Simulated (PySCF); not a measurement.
SiH₃Cl, SMILES [SiH3]Cl. Coordinates come from a PBE-D3(BJ)/def2-TZVP optimisation. The isomer is the one that the SMILES or the coordinates give; other isomers of the formula were not compared.

Computed equilibrium geometry at PBE-D3(BJ)/def2-TZVP (PySCF confirms it by a frequency run) as a Z-matrix, and its point group:
point group C3v.
```
Si
H 1 1.4903
H 1 1.4903 2 110.35
H 1 1.4903 2 110.35 3 122.21
Cl 1 2.0680 2 108.58 3 -118.89
```
Charge 0, spin multiplicity 1.
